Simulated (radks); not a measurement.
Species: the cerium ion Ce+. Configuration: [Xe] 4f1 5d2 (the NIST ground configuration).

All-electron calculation, scalar-relativistic Kohn-Sham, r2SCAN, spin-unpolarised, spherical densities, finite nucleus; meta-GGA in the generalised Kohn-Sham scheme; Fermi nuclear charge, rms radius 4.8771 fm. Program: a radial shooting solver on a logarithmic mesh with Libxc functionals.

Energy parts (Ry):
| part | energy |
|---|---|
| total | -17721.7159 |
| kinetic | 18782.6913 |
| electron-nucleus | -42907.6817 |
| Hartree | 6822.6732 |
| exchange-correlation | -419.3987 |

Orbitals (lengths in bohr, moments of r in powers of bohr; r(max) is where P^2 peaks):
| orbital | occ. | eigenvalue (Ry) | r(max) | <r^2> |
|---|---|---|---|---|
| 1s | 2 | -2964.733 | 0.01574 | 0.0008212 |
| 2s | 2 | -476.3533 | 0.08902 | 0.01306 |
| 2p | 6 | -426.4164 | 0.07169 | 0.01042 |
| 3s | 2 | -103.3363 | 0.2543 | 0.08840 |
| 3p | 6 | -87.36288 | 0.2490 | 0.08853 |
| 3d | 10 | -64.69150 | 0.2055 | 0.07580 |
| 4s | 2 | -21.35806 | 0.5932 | 0.4583 |
| 4p | 6 | -16.11306 | 0.6190 | 0.5172 |
| 4d | 10 | -8.53796 | 0.6521 | 0.6426 |
| 5s | 2 | -3.34317 | 1.378 | 2.638 |
| 5p | 6 | -2.04870 | 1.552 | 3.560 |
| 4f | 1 | -0.63660 | 0.7074 | 1.683 |
| 5d | 2 | -0.51138 | 2.153 | 9.551 |

The highest occupied level is 5d at -6.958 eV. The electron density at the nucleus is 3.975e+05 e/bohr^3 (large components only).
